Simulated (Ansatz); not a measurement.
Potential energy curve for C3H6AuN, SMILES C[N+]#[C-]->[Au][CH3]. The C3–Au7 bond (C3 also carries N; Au7 carries C) is pulled apart rigidly from the PBE0/def2-SVP, def2 effective core potentials past Kr optimised geometry.

- RKS-PBE = Ansatz (a first-principles code) with restricted PBE/def2-SVP, def2 effective core potentials past Kr
- UKS-PBE = Ansatz with unrestricted PBE/def2-SVP, def2 effective core potentials past Kr
- RKS-PBE0 = restricted PBE0/def2-SVP, def2 effective core potentials past Kr (Ansatz)
- UKS-PBE0 = unrestricted PBE0/def2-SVP, def2 effective core potentials past Kr run with Ansatz

Energies relative to the lowest point of each curve near equilibrium, in kcal/mol; the last columns give the difference from UKS-PBE0:

| R / Å | RKS-PBE | UKS-PBE | RKS-PBE0 | UKS-PBE0 | RKS-PBE − UKS-PBE0 | UKS-PBE − UKS-PBE0 | RKS-PBE0 − UKS-PBE0 |
|---|---|---|---|---|---|---|---|
| 1.65 | 36.1 | 36.1 | 36.0 | 36.0 | 0.1 | 0.1 | 0.0 |
| 1.76 | 12.9 | 12.9 | 13.0 | 13.0 | 0.0 | 0.0 | 0.0 |
| 1.89 | 1.8 | 1.8 | 1.9 | 1.9 | 0.0 | 0.0 | 0.0 |
| 1.92 | 0.8 | 0.8 | 0.9 | 0.9 | 0.0 | 0.0 | 0.0 |
| 1.99 | 0.0 | 0.0 | 0.0 | 0.0 | 0.0 | 0.0 | 0.0 |
| 2.07 | 0.9 | 0.9 | 0.8 | 0.8 | 0.1 | 0.1 | 0.0 |
| 2.12 | 2.1 | 2.1 | 2.0 | 2.0 | 0.1 | 0.1 | 0.0 |
| 2.24 | 6.0 | 6.0 | 5.8 | 5.8 | 0.2 | 0.2 | 0.0 |
| 2.43 | 13.1 | 13.1 | 12.7 | 12.7 | 0.4 | 0.4 | 0.0 |
| 2.63 | 19.8 | 19.8 | 19.3 | 19.3 | 0.5 | 0.5 | 0.0 |
| 2.89 | 26.5 | 26.5 | 25.9 | 25.9 | 0.6 | 0.6 | 0.0 |
| 3.23 | 32.3 | 32.3 | 31.5 | 31.5 | 0.8 | 0.8 | 0.0 |
| 3.69 | 36.7 | 36.7 | 35.7 | 35.7 | 1.0 | 1.0 | 0.0 |
| 4.20 | 39.0 | 39.0 | 37.9 | 37.9 | 1.2 | 1.2 | 0.0 |
| 4.90 | 40.5 | 40.5 | 39.3 | 39.3 | 1.3 | 1.3 | 0.0 |
| 5.75 | 41.4 | 41.4 | 40.0 | 40.0 | 1.4 | 1.4 | 0.0 |

RKS-PBE is furthest from UKS-PBE0 at 5.75 (1.4 kcal/mol, above); its mean absolute difference over the points is 0.5 kcal/mol.

UKS-PBE is furthest from UKS-PBE0 at 5.75 (1.4 kcal/mol, above); its mean absolute difference over the points is 0.5 kcal/mol.

RKS-PBE0 is furthest from UKS-PBE0 at 2.24 (0.0 kcal/mol, below); its mean absolute difference over the points is 0.0 kcal/mol.
